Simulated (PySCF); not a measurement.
How methods differ on the interval between two levels of Zr

Zr [Kr] 4d2 5s2 [3F4, M_J = 4] → Zr [Kr] 4d1 5s2 5p1 [3F4, M_J = 4], as a difference of total energies. Computed with PySCF 2.14 in x2c-TZVPall-2c, with the two-component X2C-1e Hamiltonian. Correlated levels: [Ar] 3d10 frozen; the 6 highest virtual spinors dropped. "Screened" scales the spin-orbit matrix elements by Boettger's factors to mimic the two-electron term; Breit and QED terms are absent.

```json
{"method": "GHF (screened spin-orbit)", "interval between two levels (cm⁻¹)": "24407"}
{"method": "GMP2 (screened spin-orbit)", "interval between two levels (cm⁻¹)": "25025"}
```

The labels give the starting determinants; with spin-orbit coupling the two ends relaxed to ⟨J²⟩ = 20.31, ⟨L²⟩ = 12.15, ⟨S²⟩ = 2.08 and ⟨J²⟩ = 23.15, ⟨L²⟩ = 14.47, ⟨S²⟩ = 2.66.

The determinant of the upper state and of the lower state mixes levels of different J (the jj label is only the starting occupation), so the difference between spin-free and spin-orbit rows is not the physical spin-orbit shift.
